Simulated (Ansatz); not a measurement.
Cost and result for the atomization energy of CH6BNSi, SMILES `B1NC[SiH2]1` (10 atoms, 10 bonds).

```xyz
10

B     0.761    1.158    0.157
N     1.022   -0.034   -0.515
C    -0.109   -0.965   -0.387
Si   -1.020    0.365    0.665
H     1.498    2.093    0.224
H     1.847   -0.299   -1.040
H    -0.557   -1.216   -1.353
H     0.165   -1.891    0.125
H    -2.293    0.851    0.062
H    -1.315   -0.063    2.062
```

Total charge 0; spin multiplicity 1. The geometry is a stationary point of PBE0-D4/def2-TZVP. Program: Ansatz. All runs use 2 threads of an Arm Neoverse V1 on a shared host. Times are those of one run each, without the atoms' runs, and a repeat can differ threefold. Electronic energies, without spin–orbit coupling; frozen cores. CCSD(T)/CBS adds CCSD(T) − MP2 in def2-TZVPP to the MP2 limit, and its time is that of the two runs behind it. T1 = 0.014. B3LYP takes the VWN-RPA correlation (the form of Gaussian; ORCA's B3LYP/G). HSE06 is the plane-wave form, built on full-range PBE exchange.

CCSD(T)/CBS is a level of theory with its own doubt, some kJ/mol a heavy atom from the limit and from the frozen cores, so smaller differences don't rank the functionals.

| level | functions | wall time | atomization (kJ/mol) | difference from CCSD(T)/CBS | per bond |
| --- | --- | --- | --- | --- | --- |
| LDA (SPW92)/def2-TZVPP | 219 | 1.6 s | 4076.3 | 508.1 | 50.8 |
| PBE-D4/def2-TZVPP (with forces) | 219 | 3.2 s | 3646.8 | 78.6 | 7.9 |
| CCSD(T)/def2-SVP | 90 | 3.3 s | 3380.3 | -187.9 | -18.8 |
| PBE0-D4/def2-TZVPP | 219 | 3.5 s | 3595.9 | 27.7 | 2.8 |
| HSE06-D4/def2-TZVPP | 219 | 3.9 s | 3598.4 | 30.2 | 3.0 |
| B3LYP-D4/def2-TZVPP (with forces) | 219 | 5.5 s | 3591.9 | 23.7 | 2.4 |
| r2SCANh-D4/def2-TZVPP | 219 | 6 s | 3567.7 | -0.5 | -0.1 |
| r2SCAN-D4/def2-TZVPP (with forces) | 219 | 6.5 s | 3585.3 | 17.1 | 1.7 |
| PBE-QIDH/def2-TZVPP | 219 | 7 s | 3561.1 | -7.1 | -0.7 |
| ωB97M-V/def2-TZVPP (with forces) | 219 | 15 s | 3598.3 | 30.1 | 3.0 |
| MP2/def2-QZVPP | 421 | 26 s | 3566.8 | -1.4 | -0.1 |
| CCSD(T)/def2-TZVPP | 219 | 84 s | 3474.5 | -93.7 | -9.4 |
| CCSD(T)/CBS(def2) | – | 110 s | 3568.2 | 0.0 | 0.0 |

From PBE to PBE0 (25 % exact exchange), in def2-TZVPP and without D4, the atomization energy moves by −47.8 kJ/mol: exact exchange takes away binding that semilocal exchange gives to molecules. Leaving LDA and LC-ωPBE aside and taking each functional with its dispersion term where it has one, the values, not all of them listed here, spread over 142.3 kJ/mol, from BHLYP-D4 to PBE-D4. LDA lies +448.1 kJ/mol from PBE without D4, its usual overbinding. In def2-TZVPP, CCSD(T) changes the Hartree–Fock value by +857.0 kJ/mol (the triples alone add +50.6 kJ/mol) and MP2 by +893.7 kJ/mol; breaking electron pairs costs correlation energy, which Hartree–Fock lacks.
